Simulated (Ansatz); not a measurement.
One change: `C=C[SiH](Cl)C=C` becomes `C=C[SiH](Cl)Cl`.

Ansatz, PBE0-D4/def2-TZVP geometries, multiplicity 1. Each molecule was computed in one conformer, which needn't be the lowest.

```json
{"property": "HOMO–LUMO gap (B3LYP/def2-TZVPP) / eV", "`C=C[SiH](Cl)C=C`": "6.82"}
{"property": "HOMO energy (B3LYP/def2-TZVPP) / eV", "`C=C[SiH](Cl)C=C`": "-7.92"}
{"property": "LUMO energy (PBE0/def2-TZVPP) / eV", "`C=C[SiH](Cl)C=C`": "-0.90"}
{"property": "HOMO–LUMO gap (PBE/def2-TZVPP) / eV", "`C=C[SiH](Cl)C=C`": "5.11"}
{"property": "size of the dipole moment (PBE/def2-TZVPP) / D", "`C=C[SiH](Cl)C=C`": "2.12"}
{"property": "HOMO–LUMO gap (PBE0/def2-TZVPP) / eV", "`C=C[SiH](Cl)C=C`": "7.26"}
```

Give the same properties after the change, and the shifts. (Best estimate.)

Computed: 
| property | `C=C[SiH](Cl)Cl` | shift |
| --- | --- | --- |
| HOMO–LUMO gap (B3LYP/def2-TZVPP) / eV | 7.00 | 0.18 |
| HOMO energy (B3LYP/def2-TZVPP) / eV | -8.27 | -0.35 |
| LUMO energy (PBE0/def2-TZVPP) / eV | -1.08 | -0.18 |
| HOMO–LUMO gap (PBE/def2-TZVPP) / eV | 5.29 | 0.18 |
| size of the dipole moment (PBE/def2-TZVPP) / D | 2.10 | -0.02 |
| HOMO–LUMO gap (PBE0/def2-TZVPP) / eV | 7.46 | 0.20 |

With PBE0 the HOMO falls by 0.38 eV and the LUMO falls by 0.18 eV, so the gap widens by about 0.20 eV. PBE moves the HOMO by -0.36 eV and ωB97M-V by -0.37 eV. Dipoles are sizes alone; their direction can turn.

B3LYP here is the variant with VWN-RPA as its local correlation; programs differ in this.
